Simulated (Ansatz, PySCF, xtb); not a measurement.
Bond stretch in SiNa (anion, charge -1), lowest triplet found (which spin is the ground state isn't settled by this scan).

- UKS-LDA (SVWN5)/6-31G* = PySCF with unrestricted LDA (SVWN5)/6-31G*, spherical d
- GFN1-xTB (xtb)
- UKS-B3LYP/6-31G* = unrestricted B3LYP/6-31G*, spherical d (PySCF)
- FCI = Ansatz (a first-principles code) with full CI/aug-cc-pVDZ, frozen core

Energies relative to the lowest point of each curve between 2.41 and 3.46 Å, where full CI is lowest, in eV; the last columns give the difference from FCI:

| R / Å | UKS-LDA (SVWN5)/6-31G* | GFN1-xTB | UKS-B3LYP/6-31G* | FCI | UKS-LDA (SVWN5)/6-31G* − FCI | GFN1-xTB − FCI | UKS-B3LYP/6-31G* − FCI |
|---|---|---|---|---|---|---|---|
| 1.99 | 1.836 | 2.458 | 2.082 | 2.410 | -0.574 | 0.048 | -0.328 |
| 2.16 | 0.928 | 0.752 | 1.098 | 1.327 | -0.399 | -0.575 | -0.230 |
| 2.28 | 0.529 | 0.251 | 0.656 | 0.831 | -0.303 | -0.581 | -0.175 |
| 2.41 | 0.253 | 0.036 | 0.343 | 0.471 | -0.217 | -0.435 | -0.127 |
| 2.53 | 0.105 | 0.000 | 0.165 | 0.256 | -0.151 | -0.256 | -0.090 |
| 2.61 | 0.047 | 0.025 | 0.090 | 0.159 | -0.112 | -0.134 | -0.069 |
| 2.73 | 0.005 | 0.104 | 0.025 | 0.064 | -0.059 | 0.039 | -0.040 |
| 2.80 | 0.000 | 0.164 | 0.007 | 0.031 | -0.031 | 0.133 | -0.025 |
| 2.87 | 0.005 | 0.231 | 0.000 | 0.011 | -0.006 | 0.220 | -0.011 |
| 2.99 | 0.033 | 0.355 | 0.008 | 0.000 | 0.033 | 0.355 | 0.008 |
| 3.15 | 0.093 | 0.530 | 0.046 | 0.018 | 0.075 | 0.512 | 0.028 |
| 3.31 | 0.168 | 0.704 | 0.100 | 0.059 | 0.108 | 0.645 | 0.041 |
| 3.46 | 0.243 | 0.864 | 0.159 | 0.111 | 0.132 | 0.753 | 0.048 |
| 3.75 | 0.386 | 1.158 | 0.276 | 0.225 | 0.161 | 0.933 | 0.051 |
| 4.03 | 0.510 | 1.420 | 0.380 | 0.336 | 0.174 | 1.084 | 0.044 |
| 4.45 | 0.662 | 1.783 | 0.511 | 0.486 | 0.175 | 1.297 | 0.025 |
| 4.88 | 0.774 | 2.121 | 0.611 | — | — | — | — |
| 5.51 | 0.877 | 2.560 | 0.706 | — | — | — | — |
| 6.04 | 0.925 | 2.882 | 0.752 | — | — | — | — |
| 6.92 | 0.956 | 3.336 | 0.788 | — | — | — | — |
| 8.04 | 0.951 | 3.798 | 0.794 | — | — | — | — |
| 9.36 | — | 4.222 | 0.776 | — | — | — | — |

UKS-LDA (SVWN5)/6-31G* is furthest from FCI at 1.99 (-0.574 eV, below); its mean absolute difference over the points is 0.170 eV.

GFN1-xTB is furthest from FCI at 4.45 (1.297 eV, above); its mean absolute difference over the points is 0.500 eV.

UKS-B3LYP/6-31G* is furthest from FCI at 1.99 (-0.328 eV, below); its mean absolute difference over the points is 0.084 eV.

A dash means that the run gave no value there, or that the column was ended at a point which the program doubted or which failed a test of continuity chosen for this set; such a test can also cut sound points.

The unrestricted determinant behind UKS-LDA (SVWN5)/6-31G* is spin-contaminated at 1.99 to 9.36 Å (<S²> up to 2.6, against 2.00 for a pure triplet). Where the anion isn't bound against loss of the electron, the finite basis alone holds it. The unrestricted determinant behind UKS-B3LYP/6-31G* is spin-contaminated at 1.99 to 9.36 Å (<S²> up to 2.7, against 2.00 for a pure triplet). Also computed but left out beside FCI, since their determinant holds another spin at the minimum (<S²> over 0.7 above the pure value): UHF, UMP2, UCCSD, UCCSD(T), UCCSDT, UCCSDT(Q), UKS-CAM-B3LYP, UHF/LANL2DZ.
